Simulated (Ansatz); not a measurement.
Consider the ligand exchange at a B–S bond: `BB(O)S` + HBr → `BB(O)Br` + H₂S.

Program: Ansatz. Geometries: PBE0-D4/def2-TZVP. ΔE: electronic, gas phase. CCSD(T)/CBS is the MP2 limit (def2-TZVPP, def2-QZVPP) plus CCSD(T) − MP2 in def2-TZVPP, frozen cores. This one scheme is used for every species. DFT in def2-TZVPP. For Br outer-core shells are correlated without core-valence functions, which leaves a few kJ/mol of doubt a bond. Scalar relativity is left out up to krypton. One conformer a species, not always the lowest.

Is it downhill or uphill in electronic energy at CCSD(T)/CBS, and by how much? (Estimate.)

Ansatz gave: Downhill: ΔE = -28.6 kJ/mol.

What do these levels give: r2SCAN0-D4, CAM-B3LYP-D4, CAM-B3LYP, LC-ωPBE, MP2/def2-TZVPP, HF/CBS(def2)? (An estimate is asked.)

The calculation gave: r2SCAN0-D4 -26.9, CAM-B3LYP-D4 -25.7, CAM-B3LYP -26.2, LC-ωPBE -23.2, MP2/def2-TZVPP -28.7, HF/CBS(def2) -33.0 kJ/mol.

Largest T1 diagnostic among the species: 0.014.

At CCSD(T), def2-SVP lies +4.2 kJ/mol from the extrapolated value and def2-TZVPP +1.4 kJ/mol. Leaving LDA and LC-ωPBE aside and taking each functional with its dispersion term where it has one, the values, not all of them listed here, spread over 6.1 kJ/mol, from BHLYP-D4 to revPBE-D4. In def2-TZVPP, CCSD(T) changes the Hartree–Fock value by +6.2 kJ/mol (the triples alone add +0.9 kJ/mol) and MP2 by +4.6 kJ/mol.
